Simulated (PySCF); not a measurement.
Scan of CH₄Si, singlet: twist about the double or partial double bond, both ends planar. Scanned: twist about the central bond. Other coordinates (C-Si length, H-C-Si angle, H-Si-C angle, C-H length, Si-H length) were minimised at PBE0/def2-TZVP.

Levels of theory: PBE/cc-pVTZ (PySCF); RKS-B3LYP/6-31G* = restricted B3LYP/6-31G*, spherical d in PySCF 2.14.0; MP2 on RHF/cc-pVTZ, 6 core orbitals frozen (PySCF).

Energies in mEh, each method relative to its own lowest point.

```tsv
at / °	PBE	RKS-B3LYP/6-31G*	MP2
0	0.0	0.0	0.0
7.50	0.7	0.7	0.7
15	2.6	2.8	2.8
22.50	5.8	6.2	6.2
30	10.3	10.9	11.0
37.50	16.0	16.9	17.1
45	22.8	24.1	24.4
52.50	30.6	32.5	32.8
60	39.4	41.8	42.2
67.50	48.9	52.0	52.5
75	59.1	62.9	63.5
82.50	69.5	74.1	74.1
90	78.7	84.1	79.7
```

Near 90° the triplet can lie below this singlet.
